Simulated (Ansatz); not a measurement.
C2H7FOSi can be A, `CO[SiH](C)F`, or B, `COC[SiH2]F`.

Program: Ansatz. Geometries: PBE0-D4/def2-TZVP. ΔE: electronic, gas phase. CCSD(T)/CBS is the MP2 limit (def2-TZVPP, def2-QZVPP) plus CCSD(T) − MP2 in def2-TZVPP, frozen cores. DFT in def2-TZVPP. B3LYP here is the variant with VWN-RPA as its local correlation; programs differ in this. Each species was taken in one conformer, which may not be the lowest.

A:

```xyz
12

C     0.1151   -0.8831    1.9409
O    -0.4329   -0.3354    0.7623
Si    0.4408    0.2707   -0.4709
C    -0.7186    0.7214   -1.8303
F     1.2251    1.5811    0.0146
H    -0.6558   -1.4774    2.4341
H     0.9704   -1.5337    1.7243
H     0.4401   -0.0929    2.6240
H     1.4995   -0.6959   -0.8606
H    -1.4629    1.4385   -1.4762
H    -1.2431   -0.1643   -2.1961
H    -0.1778    1.1711   -2.6662
```

B:

```xyz
12

C    -1.370   -0.147    1.137
O    -0.185   -0.861    0.921
C     0.265   -0.794   -0.417
Si    1.255    0.756   -0.827
F     2.638    0.721   -0.021
H    -1.259    0.922    0.912
H    -2.192   -0.545    0.525
H    -1.627   -0.257    2.191
H    -0.571   -0.910   -1.126
H     0.922   -1.658   -0.576
H     0.554    2.006   -0.440
H     1.570    0.767   -2.279
```

Question: Which isomer does CCSD(T)/CBS put lower? Give the gap. (An estimate is asked.)

Answer: Ansatz gave: A, by 229.5 kJ/mol.

Question: Give E(B) − E(A) in kJ/mol with CCSD/def2-TZVPP, ωB97M-V, PBE0-D4, B2PLYP, B3LYP, CCSD(T)/def2-TZVPP, B3LYP-D4. (An estimate is asked.)

Answer: Ansatz gave: CCSD/def2-TZVPP 228.7, ωB97M-V 227.4, PBE0-D4 220.4, B2PLYP 228.6, B3LYP 223.6, CCSD(T)/def2-TZVPP 226.7, B3LYP-D4 223.1. None reverses the order clearly.

Largest T1 diagnostic: 0.011.

From PBE to PBE0 (25 % exact exchange), in def2-TZVPP and without D4, E(B) − E(A) moves by +7.9 kJ/mol.
